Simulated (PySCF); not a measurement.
C$_{4}$H$_{8}$O$_{2}$S, triplet, at a GFN2-xTB geometry of the parent state (a higher spin typed on purpose: for a closed-shell molecule this is an excited state); B3LYP/3-21G (PySCF).

The PySCF input:
```python
from pyscf import gto, scf, dft

mol = gto.Mole()
mol.atom = '''
    O     1.599527    0.875451   -0.676870
    S     0.602141    0.398753    0.241387
    O     0.786503    0.704641    1.633386
    C    -1.066395    0.927887   -0.299577
    C    -1.607022   -0.314401   -0.972772
    C    -1.150763   -1.511876   -0.132773
    C     0.351035   -1.401616    0.012803
    H    -1.617656    1.197006    0.596054
    H    -0.960681    1.781152   -0.959337
    H    -2.694366   -0.288813   -1.053931
    H    -1.188259   -0.397225   -1.977514
    H    -1.442733   -2.450882   -0.604557
    H    -1.618134   -1.461242    0.852482
    H     0.753413   -1.918410    0.876248
    H     0.884786   -1.682331   -0.889848
'''
mol.basis = '3-21g'
mol.charge = 0
mol.spin = 2
mol.verbose = 4
mol.build()

mf = dft.UKS(mol)
mf.xc = 'b3lyp'
mf.kernel()
```

What the program printed (banner, timings and long lists left out):

```
PySCF version 2.14.0

[INPUT] verbose = 4
[INPUT] num. atoms = 15
[INPUT] num. electrons = 64
[INPUT] charge = 0
[INPUT] spin (= nelec alpha-beta = 2S) = 2
[INPUT] symmetry False subgroup None
[INPUT] Mole.unit = angstrom
[INPUT] Symbol           X                Y                Z      unit          X                Y                Z       unit  Magmom
[INPUT]  1 O      1.599527000000   0.875451000000  -0.676870000000 AA    3.022667958847   1.654362625477  -1.279098921934 Bohr   0.0
[INPUT]  2 S      0.602141000000   0.398753000000   0.241387000000 AA    1.137881578372   0.753533961349   0.456155320030 Bohr   0.0
[INPUT]  3 O      0.786503000000   0.704641000000   1.633386000000 AA    1.486275266149   1.331578506140   3.086652195699 Bohr   0.0
[INPUT]  4 C     -1.066395000000   0.927887000000  -0.299577000000 AA   -2.015194490606   1.753452304544  -0.566118483219 Bohr   0.0
[INPUT]  5 C     -1.607022000000  -0.314401000000  -0.972772000000 AA   -3.036831456151  -0.594131783289  -1.838272661645 Bohr   0.0
[INPUT]  6 C     -1.150763000000  -1.511876000000  -0.132773000000 AA   -2.174626904283  -2.857031574303  -0.250904606737 Bohr   0.0
[INPUT]  7 C      0.351035000000  -1.401616000000   0.012803000000 AA    0.663360010137  -2.648670371808   0.024194163573 Bohr   0.0
[INPUT]  8 H     -1.617656000000   1.197006000000   0.596054000000 AA   -3.056926803759   2.262013509461   1.126378815452 Bohr   0.0
[INPUT]  9 H     -0.960681000000   1.781152000000  -0.959337000000 AA   -1.815423983073   3.365889466221  -1.812884191162 Bohr   0.0
[INPUT] 10 H     -2.694366000000  -0.288813000000  -1.053931000000 AA   -5.091613819340  -0.545777471214  -1.991640944189 Bohr   0.0
[INPUT] 11 H     -1.188259000000  -0.397225000000  -1.977514000000 AA   -2.245484075050  -0.750646459830  -3.736959867493 Bohr   0.0
[INPUT] 12 H     -1.442733000000  -2.450882000000  -0.604557000000 AA   -2.726370240872  -4.631495743626  -1.142447156689 Bohr   0.0
[INPUT] 13 H     -1.618134000000  -1.461242000000   0.852482000000 AA   -3.057830092847  -2.761347181712   1.610957506121 Bohr   0.0
[INPUT] 14 H      0.753413000000  -1.918410000000   0.876248000000 AA    1.423744228687  -3.625269494627   1.655868737198 Bohr   0.0
[INPUT] 15 H      0.884786000000  -1.682331000000  -0.889848000000 AA    1.672003218849  -3.179144840866  -1.681569012492 Bohr   0.0

nuclear repulsion = 431.159838308431
number of shells = 53
number of NR pGTOs = 141
number of NR cGTOs = 83
basis = 3-21g
ecp = {}

******** <class 'pyscf.dft.uks.UKS'> ********
method = UKS
initial guess = minao
damping factor = 0
level_shift factor = 0
DIIS = <class 'pyscf.scf.diis.CDIIS'>
diis_start_cycle = 1
diis_space = 8
diis_damp = 0
SCF conv_tol = 1e-09
SCF conv_tol_grad = None
SCF max_cycles = 50
direct_scf = True
direct_scf_tol = 1e-13
number electrons alpha = 33  beta = 31
XC library pyscf.dft.libxc version 7.1.2
    S. Lehtola, C. Steigemann, M. J. T. Oliveira, and M. A. L. Marques,  SoftwareX 7, 1–5 (2018)
XC functionals = b3lyp
    P. J. Stephens, F. J. Devlin, C. F. Chabalowski, and M. J. Frisch,  J. Phys. Chem. 98, 11623 (1994)
radial grids:
    Treutler-Ahlrichs [JCP 102, 346 (1995); DOI:10.1063/1.469408] (M4) radial grids

becke partition: Becke, JCP 88, 2547 (1988); DOI:10.1063/1.454033
pruning grids: <function nwchem_prune>
grids dens level: 3
symmetrized grids: False
atomic radii adjust function: <function treutler_atomic_radii_adjust>
small_rho_cutoff = 0
Set gradient conv threshold to 3.16228e-05
tot grids = 181984
init E= -703.250367059642

cycle= 1 E= -701.447665748174  delta_E=  1.8  |g|= 0.821  |ddm|= 5.38

cycle= 2 E= -700.39862907709  delta_E= 1.05  |g|= 1.72  |ddm|= 4.76

cycle= 3 E= -701.710461443842  delta_E= -1.31  |g|= 0.232  |ddm|= 3.77

cycle= 4 E= -701.739508396498  delta_E= -0.029  |g|= 0.114  |ddm|=  1.2

cycle= 5 E= -701.746755354619  delta_E= -0.00725  |g|= 0.0255  |ddm|= 0.391

cycle= 6 E= -701.747552832914  delta_E= -0.000797  |g|= 0.00901  |ddm|= 0.341

cycle= 7 E= -701.747739538334  delta_E= -0.000187  |g|= 0.0111  |ddm|= 0.242

cycle= 8 E= -701.747803193372  delta_E= -6.37e-05  |g|= 0.00692  |ddm|= 0.0666

cycle= 9 E= -701.7478627768  delta_E= -5.96e-05  |g|= 0.00149  |ddm|= 0.115

cycle= 10 E= -701.747878166546  delta_E= -1.54e-05  |g|= 0.000906  |ddm|= 0.0903

cycle= 11 E= -701.747880238851  delta_E= -2.07e-06  |g|= 0.000242  |ddm|= 0.0347

cycle= 12 E= -701.747880382939  delta_E= -1.44e-07  |g|= 4.68e-05  |ddm|= 0.00929

cycle= 13 E= -701.747880385155  delta_E= -2.22e-09  |g|= 4.38e-05  |ddm|= 0.00088

cycle= 14 E= -701.747880386783  delta_E= -1.63e-09  |g|= 2.09e-05  |ddm|= 0.000633

cycle= 15 E= -701.747880387213  delta_E= -4.3e-10  |g|= 4.96e-06  |ddm|= 0.000256

Extra cycle  E= -701.747880387243  delta_E= -3e-11  |g|= 6.98e-06  |ddm|= 6.75e-05
converged SCF energy = -701.747880387243  <S^2> = 2.0063602  2S+1 = 3.0042371
```
